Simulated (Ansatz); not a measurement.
Process, species as SMILES: [O]BO → [O-]BO (an electron is taken up)
Each molecule is optimised on its own at B3LYP-D3(BJ)/def2-TZVP (Ansatz, a first-principles code), one conformer each, not searched for the lowest.
Geometry of the first species:
```xyz
5

B      0.1210     0.4189    -0.0432
O      1.1353    -0.2769     0.4683
O     -1.1068    -0.0579    -0.3885
H      0.3850     1.5866    -0.1900
H     -1.2181    -1.0032    -0.2326
```
Charge 0, spin multiplicity 2.

Property: adiabatic electron affinity (electronic energy difference), positive where the reaction releases energy, in eV. Valence correlation only, unless marked. Open shells are spin-unrestricted. No spin-orbit coupling. No relativistic terms. Anions need diffuse functions: aug- sets have them; def2-D sets add few; the other sets have none. CBS(X,Y): correlation extrapolated as X^-3; Hartree-Fock from the larger set. [CCSD(T)-MP2]/basis is that difference in the basis named.

RI-MP2/CBS(aug-cc-pVTZ,aug-cc-pVQZ)+[CCSD(T)-MP2]/aug-cc-pVTZ (Ansatz) gives 2.91 eV.

**Question.** Another calculation gave 2.79 eV. Which level was it?
A) B2GP-PLYP/def2-TZVPD (Ansatz)
B) r2SCAN0/def2-TZVPD (Ansatz)
C) r2SCAN/def2-TZVPD (Ansatz)
D) SVWN5/def2-TZVPD (Ansatz)

**Answer.** A, B2GP-PLYP/def2-TZVPD (Ansatz). The others give 2.58 (r2SCAN), 3.05 (SVWN5), 2.47 (r2SCAN0) eV.
